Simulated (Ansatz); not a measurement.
Basis-set series for `CO[Si](C#N)(C#N)C#N`. Total charge 0; spin multiplicity 1. The structure was optimised at the PBE0-D4/def2-TZVP level. It is one conformer, not always the lowest.

```tsv
functional	basis	functions	energy (Eh)	HOMO (eV)	LUMO (eV)
PBE0-D4	def2-SVP	145	-682.23741	-10.05	-2.50
PBE0-D4	def2-TZVPP	332	-682.80024	-10.16	-2.73
ωB97M-V	def2-SVP	145	-682.68029	-12.45	-0.33
ωB97M-V	def2-TZVPP	332	-683.25732	-12.59	-0.63
```

(1) Give the rows for def2-QZVPP. (Best estimate.)

## Answers

(1) Ansatz gave: 
```tsv
functional	basis	functions	energy (Eh)	HOMO (eV)	LUMO (eV)
PBE0-D4	def2-QZVPP	616	-682.83065	-10.18	-2.76
ωB97M-V	def2-QZVPP	616	-683.28519	-12.61	-0.67
```
